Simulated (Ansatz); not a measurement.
Consider the cleavage of the Si–Al bond: `[AlH2][SiH2]S` + `C[SeH]` → `C[Se][SiH2]S` + `[AlH3]`.

Program: Ansatz. Geometries: PBE0-D4/def2-TZVP. ΔE: electronic, gas phase. CCSD(T)/CBS is the MP2 limit (def2-TZVPP, def2-QZVPP) plus CCSD(T) − MP2 in def2-TZVPP, frozen cores. This one scheme is used for every species. Functionals use def2-TZVPP. B3LYP here is the variant with VWN-RPA as its local correlation; programs differ in this. For Se outer-core shells are correlated without core-valence functions, which leaves a few kJ/mol of doubt a bond. Scalar relativity is left out up to krypton. Each species was taken in one conformer, which may not be the lowest.

`[AlH2][SiH2]S`:

Cartesian coordinates in Å:
```
Al 1.256 -1.279 -0.338
Si -0.674 0.229 -0.135
S -0.107 1.808 1.208
H 2.600 -0.984 0.452
H 1.149 -2.559 -1.272
H -1.878 -0.483 0.386
H -1.071 0.796 -1.457
H -1.275 2.473 1.157
```

`C[SeH]`:

```xyz
6

C     0.501   -0.202   -0.078
Se   -1.374   -0.281    0.447
H     0.593    0.048   -1.133
H     0.902   -1.201    0.091
H     1.042    0.512    0.539
H    -1.663    1.124    0.134
```

`C[Se][SiH2]S`:

Cartesian coordinates in Å:
```
C -1.137 -0.310 1.350
Se -0.114 1.294 0.890
Si 1.260 0.322 -0.619
S 0.220 -0.646 -2.216
H -1.517 -0.774 0.442
H -1.966 0.021 1.972
H -0.512 -1.006 1.906
H 2.058 -0.782 -0.028
H 2.142 1.415 -1.096
H -0.434 0.464 -2.602
```

`[AlH3]`:

Z-matrix (Å, degrees):
```
Al
H 1 1.586
H 1 1.586 2 120.0
H 1 1.586 2 120.0 3 -179.9
```

```csv
level,ΔE (kJ/mol)
PBE-D4,-56.6
r2SCAN-D4,-63.5
B3LYP-D4,-65.2
ωB97X-V,-62.5
MP2/def2-TZVPP,-75.5
CCSD(T)/def2-TZVPP,-61.7
SCS-MP2/def2-QZVPP,-73.1
HF/CBS(def2),-61.9
```

What does CCSD(T)/CBS give? (An estimate is asked.)

Computed: -66.8 kJ/mol. The listed levels differ from it by 10.2, 3.3, 1.6, 4.3, -8.7, 5.1, -6.3, 4.9 kJ/mol.

Largest T1 diagnostic among the species: 0.012.

From PBE to PBE0 (25 % exact exchange), in def2-TZVPP and without D4, ΔE moves by −3.1 kJ/mol. The D4 term adds −9.0 kJ/mol with B3LYP and −4.9 kJ/mol with PBE0; it sums over pairs of atoms, weighted by their polarisabilities, and B3LYP, whose exchange is more repulsive, gets the larger term.
